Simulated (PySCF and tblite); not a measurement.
The numbers below are computed, except where a source is named.
C8H5FOS, numbered as in [OH:1][c:2]1[cH:3][cH:4][c:5]2[s:6][c:7]([F:8])[cH:9][c:10]2[cH:11]1. Search: ETKDG and KDG, MMFF94s, GFN2-xTB, 60 starts; geometries at GFN2-xTB. Weights use PBE0-D3(BJ)/def2-SVP (IEF-PCM, dimethylsulfoxide) energies plus GFN2-xTB zero-point and thermal terms (modes under about 100 cm⁻¹ blended into free rotors). Symmetry numbers and mirror images are counted. Conformers within 2.5 kcal/mol (GFN2-xTB free energy) were kept, 2 at most. GIAO shieldings: KT2/pcSseg-1 (IEF-PCM, dimethylsulfoxide). Shifts are against TMS (¹H), TMS (¹³C) at the same level. Run with PySCF (density fitting) and tblite.

Torsions listed: H1–O1–C2–C3.

```csv
conformer,shape,point group,mirror pair,ΔE(DFT),Δ(G−E) at 350 K,δ C3 (ppm)
1,180°,Cs,no,0.00,0.00,107.8
2,0°,Cs,no,0.15,-0.03,109.0
```

Energies in kcal/mol; the thermal term leaves out symmetry numbers and mirror images.

**Question.** Work out the weights at 350 K and the ¹³C shift of C3 under fast exchange.

**Answer.** RT = 0.696 kcal/mol. Each conformer gets RT ln(σ/g), with σ the rotational symmetry number and g = 2 for a mirror pair: 1: σ = 1, g = 1, G = 0.00 + 0.00 + 0.00 = 0.00, 0.00 above the lowest, exp(−ΔG/RT) = 1.000; 2: σ = 1, g = 1, G = 0.15 − 0.03 + 0.00 = 0.12, 0.12 above the lowest, exp(−ΔG/RT) = 0.839. The sum is 1.839, so the weights are 54.4, 45.6 %. The averaged shift is 108.4 ppm. At 298.15 K it is 108.4 ppm. At 298.15 K the leading conformer alone gives 107.8 ppm and bare DFT energies give 108.4 ppm.

Other tautomers (keto or thione forms) aren't considered and may dominate.


Conformer gaps in def2-SVP on xTB geometries can be 2 kcal/mol too large for S=O, P=O and other polar bonds.